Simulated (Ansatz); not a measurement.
Sn(tBu)H3 (C₄H₁₂Sn). Total charge 0; singlet. Geometry B3LYP-D4/def2-SVP, basis def2-TZVP, Ansatz.

```csv
run,HOMO (eV),LUMO (eV)
A,-6.14,-0.50
B,-8.21,0.97
C,-6.33,-0.13
D,-6.04,-0.44
E,-9.72,2.16
F,-7.21,0.28
```

In the def2 sets Sn takes a core potential; there is no spin–orbit coupling. LC-ωPBE has ω = 0.4 bohr⁻¹. Another isomer (singlet) lies 0.82 eV lower at PBE0-D4/def2-TZVP; other spin states weren't run for this one.

The runs used BHLYP, BLYP, LC-ωPBE, PBE, PBE0, r2SCAN. Estimate which is which.

A PBE (0 % exact exchange); B BHLYP (50 % exact exchange); C r2SCAN (0 % exact exchange); D BLYP (0 % exact exchange); E LC-ωPBE (range-separated); F PBE0 (25 % exact exchange). Exact exchange lowers occupied and raises empty levels; among semilocal functionals meta-GGAs tend to open the gap a little, and such runs are hard to tell apart. The gap grows from 5.60 eV (BLYP) to 11.88 eV (LC-ωPBE).
